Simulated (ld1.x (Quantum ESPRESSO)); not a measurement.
**Cutoff test, phosphorus, TM semilocal**

| Item | Value |
| --- | --- |
| Element | phosphorus (P) |
| Generator | ld1.x (Quantum ESPRESSO) 7.5 |
| Type | norm-conserving Troullier–Martins (semilocal form) |
| Functional | LDA (PZ) |
| Relativity | scalar-relativistic |
| Frozen core | [Ne] |
| Valence charge | 5 |
| Reference configuration | 3s2 3p3 |
| Partial waves | 3s (bound): rc 1.25 bohr; 3p (bound): rc 1.60 bohr; 3d channel at 0.15 Ry: rc 1.40 bohr |
| Local potential | the d channel |
| Core correction | Bessel-smoothed model core inside 1.20 bohr |

The pseudo-atom Hamiltonian at the reference potential is diagonalised in spherical Bessel functions j_l(qr) that vanish at 20 bohr, with q² up to the cutoff. All-electron valence levels (Ry): 3s -1.0305, 3p -0.4118.

Task: How do the lowest levels (Ry) of each channel move with the cutoff, and are there ghosts?

Result:

```json
{"cutoff (Ry)": "8", "s #1": "-0.9583", "s #2": "-0.0218", "p #1": "-0.4076", "d #1": "0.0657", "d #2": "0.1446", "Σ f·Δε (mRy)": "157.0"}
{"cutoff (Ry)": "12", "s #1": "-0.9975", "s #2": "-0.0245", "p #1": "-0.4111", "d #1": "0.0655", "d #2": "0.1433", "Σ f·Δε (mRy)": "68.2"}
{"cutoff (Ry)": "18", "s #1": "-1.0073", "s #2": "-0.0252", "p #1": "-0.4113", "d #1": "0.0654", "d #2": "0.1423", "Σ f·Δε (mRy)": "47.7"}
{"cutoff (Ry)": "25", "s #1": "-1.0087", "s #2": "-0.0253", "p #1": "-0.4117", "d #1": "0.0653", "d #2": "0.1418", "Σ f·Δε (mRy)": "44.0"}
{"cutoff (Ry)": "35", "s #1": "-1.0195", "s #2": "-0.0260", "p #1": "-0.4117", "d #1": "0.0652", "d #2": "0.1413", "Σ f·Δε (mRy)": "22.3"}
{"cutoff (Ry)": "40", "s #1": "-1.0246", "s #2": "-0.0264", "p #1": "-0.4117", "d #1": "0.0652", "d #2": "0.1411", "Σ f·Δε (mRy)": "12.1"}
{"cutoff (Ry)": "50", "s #1": "-1.0282", "s #2": "-0.0267", "p #1": "-0.4118", "d #1": "0.0651", "d #2": "0.1410", "Σ f·Δε (mRy)": "4.8"}
{"cutoff (Ry)": "60", "s #1": "-1.0284", "s #2": "-0.0267", "p #1": "-0.4118", "d #1": "0.0651", "d #2": "0.1409", "Σ f·Δε (mRy)": "4.3"}
{"cutoff (Ry)": "80", "s #1": "-1.0291", "s #2": "-0.0267", "p #1": "-0.4118", "d #1": "0.0651", "d #2": "0.1409", "Σ f·Δε (mRy)": "2.8"}
{"cutoff (Ry)": "100", "s #1": "-1.0302", "s #2": "-0.0268", "p #1": "-0.4118", "d #1": "0.0651", "d #2": "0.1409", "Σ f·Δε (mRy)": "0.7"}
{"cutoff (Ry)": "120", "s #1": "-1.0303", "s #2": "-0.0268", "p #1": "-0.4118", "d #1": "0.0651", "d #2": "0.1409", "Σ f·Δε (mRy)": "0.5"}
{"cutoff (Ry)": "400", "s #1": "-1.0305", "s #2": "-0.0268", "p #1": "-0.4118", "d #1": "0.0651", "d #2": "0.1409", "Σ f·Δε (mRy)": "0.0"}
```

Result: no extra level below or beside the all-electron valence levels (s, p, d tested); the semilocal form is local in each channel, so this says nothing of the separable form that plane-wave codes build from it; 10 mRy is reached at 45 Ry and 1 mRy at 100 Ry.
